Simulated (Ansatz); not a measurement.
CH6BNSi can be A, `B[SiH2]N=C`, or B, `CN1B[SiH2]1`.

Calculated with Ansatz (gas phase, PBE0-D4/def2-TZVP geometries, no zero-point term in ΔE). CBS: MP2 limit from def2 TZ/QZ plus the TZ coupled-cluster correction, frozen cores. Functionals use def2-TZVPP. B3LYP here is the variant with VWN-RPA as its local correlation; programs differ in this. One conformer a species, not always the lowest.

A:

```xyz
10

B     1.955    0.158    0.706
Si   -0.017    0.495    0.576
N    -0.637    0.234   -1.037
C    -1.528   -0.604   -1.326
H     2.499    0.306    1.762
H     2.626   -0.182   -0.223
H    -0.272    1.925    0.912
H    -0.740   -0.350    1.585
H    -1.861   -0.723   -2.364
H    -2.026   -1.258   -0.591
```

B:

Z-matrix (Å, degrees):
```
C
N 1 1.438
H 1 1.093 2 110.5
H 1 1.093 2 110.5 3 -119.1
H 1 1.092 2 110.5 3 120.4
B 2 1.375 1 139.2 3 -120.0
Si 2 1.759 1 146.2 3 60.0
H 6 1.189 2 135.8 1 -0.0
H 7 1.487 2 114.9 1 64.0
H 7 1.487 2 114.9 1 -64.0
```

(1) Which is lower in electronic energy at CCSD(T)/CBS, and by how much? (Best estimate.)

(2) Give E(B) − E(A) in kJ/mol with ωB97M-V, B3LYP-D4, LDA (SPW92), PBE-D4, MP2/def2-TZVPP, CCSD(T)/def2-SVP, r2SCAN-D4. (Estimate.)

(3) Does the order hold for the free energy at 298.15 K (harmonic terms from PBE0-D4)? (Estimate.)

Largest T1 diagnostic: 0.014.

Results:

(1) The calculation gave: B, by 124.4 kJ/mol.

(2) Ansatz gave: ωB97M-V -129.8, B3LYP-D4 -118.0, LDA (SPW92) -177.2, PBE-D4 -140.9, MP2/def2-TZVPP -135.3, CCSD(T)/def2-SVP -136.8, r2SCAN-D4 -136.2. None reverses the order clearly.

(3) Ansatz gave: Yes: G(B) − G(A) = -104.7 kJ/mol, for one conformer each.

Leaving LDA and LC-ωPBE aside and taking each functional with its dispersion term where it has one, the values, not all of them listed here, spread over 27.6 kJ/mol, from HSE06-D4 to BHLYP-D4. LDA lies −36.9 kJ/mol from PBE without D4. At CCSD(T), def2-SVP lies −12.4 kJ/mol from the extrapolated value and def2-TZVPP +3.7 kJ/mol.
